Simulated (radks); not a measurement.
Valence configurations of O (all share [He]). Method: scalar-relativistic Kohn-Sham, PBE, spin-polarised, spherical densities, finite nucleus; open shells are filled with parallel spins first; Fermi nuclear charge, rms radius 2.6991 fm; computed with a radial shooting solver on a logarithmic mesh with Libxc functionals. Energies are relative to 2s2 2p4; eigenvalues in eV for spin up.

[
 {"valence": "2s2 2p4", "E (eV)": "0.000", "moment (Bohr magnetons)": "2", "e(2p)": "-10.224", "e(2s)": "-25.216"},
 {"valence": "2s1 2p5", "E (eV)": "14.736", "moment (Bohr magnetons)": "2", "e(2p)": "-10.883", "e(2s)": "-26.021"},
 {"valence": "2s1.5 2p4.5", "E (eV)": "7.379", "moment (Bohr magnetons)": "2", "e(2p)": "-10.555", "e(2s)": "-25.621"},
 {"valence": "2s0.5 2p5.5", "E (eV)": "23.520", "moment (Bohr magnetons)": "1", "e(2p)": "-10.424", "e(2s)": "-25.507"},
 {"valence": "2p6", "E (eV)": "31.454", "moment (Bohr magnetons)": "0", "e(2p)": "-9.845", "e(2s)": "-"}
]

NIST lists [He] 2s2 2p4 as the ground configuration; this level of theory agrees among the configurations tried. The energies are those of spherical high-spin densities, not of single terms.
